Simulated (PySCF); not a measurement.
# Silicon: a sound run and one with changed settings

Sound run: Si⁺ [Ne] 3s2 3p1, Si²⁺ [Ne] 3s2. Calculation: PySCF 2.14, in cc-pV(D+d)Z (4s3p2d, 23 functions); the non-relativistic Hamiltonian (point nucleus). The sound run starts from symmetry-adapted Hartree-Fock orbitals and uses a fine grid where one is needed.

Changed run: radial step 1.2 in ln r (0.13 in the sound run). This setting is unsound on purpose.

| species | method | sound run (hartree) | changed run (hartree) | converged |
| --- | --- | --- | --- | --- |
| Si⁺ | UHF | -288.56942 | -288.56942 | yes |
| Si⁺ | PBE | -288.91819 | -288.30886 | yes |
| Si⁺ | M06-2X | -289.05128 | -288.86337 | yes |
| Si²⁺ | UHF | -287.98806 | -287.98806 | yes |
| Si²⁺ | PBE | -288.31466 | -287.70504 | yes |
| Si²⁺ | M06-2X | -288.45924 | -288.27267 | yes |

Ionisation energy of Si⁺:

```csv
method,sound run (eV),changed run (eV)
UHF,15.820,15.820
PBE,16.423,16.431
M06-2X,16.110,16.074
```

A coarse radial grid mis-integrates the density and the exchange-correlation energy, with errors of either sign; Hartree-Fock needs no grid.

For comparison, NIST gives 16.346 eV between the lowest levels.
